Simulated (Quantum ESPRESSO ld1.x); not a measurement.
Results of a calculation; reference values are marked as such.
Species: Gd XVIII. Configuration: [Kr] 4d10 4f1. Level of theory: scalar-relativistic Kohn-Sham, LDA (Slater exchange, Perdew-Wang correlation), spin-polarised, spherical densities, point nucleus; open shells are filled with parallel spins first (ld1.x of Quantum ESPRESSO 7.5). Some entries of the table are withheld. Estimate them.

orbital,occ.,eigenvalue (eV),r(max) (bohr)
1s down,1,-50450.5,0.014
1s up,1,-50450.5,0.014
2s up,1,-8659.41,0.079
2s down,1,-8659.38,0.079
2p up,3,-7752.08,0.064
2p down,3,-7752.06,0.064
3s up,1,-2227.85,0.224
3s down,1,-2227.16,0.224
3p up,3,-1946.71,0.221
3p down,3,-1946.03,0.221
3d up,5,-1574.85,0.181
3d down,5,-1574.32,0.181
4s up,1,-743.070,(1)
4s down,1,-741.758,(2)
4p up,3,-647.157,0.528
4p down,3,-645.876,0.528
4d up,5,-514.333,(3)
4d down,5,-513.080,(4)
4f up,1,-367.283,0.499
4f down,0,-365.991,0.499

Answer. 
(1) 4s up r(max) (bohr): 0.507
(2) 4s down r(max) (bohr): 0.507
(3) 4d up r(max) (bohr): 0.541
(4) 4d down r(max) (bohr): 0.541
